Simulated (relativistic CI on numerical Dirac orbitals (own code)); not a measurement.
Computed by Dirac-Coulomb-Breit CI, separate exchange-only KLI orbitals for each configuration, model QED, unscaled Slater integrals (own radial code, finite nucleus).

The strongest absorption lines from the ground level of an ion, among the configurations computed and to levels below about 8300 eV (vacuum wavelength in Å, gf): 1.6940 (0.29), 1.7069 (0.39), 1.7406 (1.9), 1.7407 (0.77), 1.7409 (1.4), 1.7563 (0.94), 1.8988 (2.2), 12.890 (0.41).

(1) Which ion is it?
A. Sm⁵⁵⁺
B. La⁵⁰⁺
C. Ho⁶⁰⁺
D. Sm⁵³⁺

Answers

(1) A. Sm⁵⁵⁺ has 7 electrons and the ground level 2s2.2p3 2P°_3/2; the strongest line goes to 2s2.2p2.3d 2D_5/2. The pattern of lines fixes the number of electrons, and along that sequence the line energies rise steadily with the charge (about as its square where n changes within one kind of shell, about linearly where n is kept but much faster in heavy ions where fine structure, which grows about as Z⁴, sets the gap, and irregularly where shells cross), which fixes Z. Configurations outside the model, such as inner-shell arrays, can give stronger lines. At this charge energies of transitions that change n are usually good to better than 1 %, and those within a shell (Δn = 0) to a few per cent.

LS names give the leading component of a level, which can be under half, so a name can repeat, a term be missing and a line seem to break the LS rules.
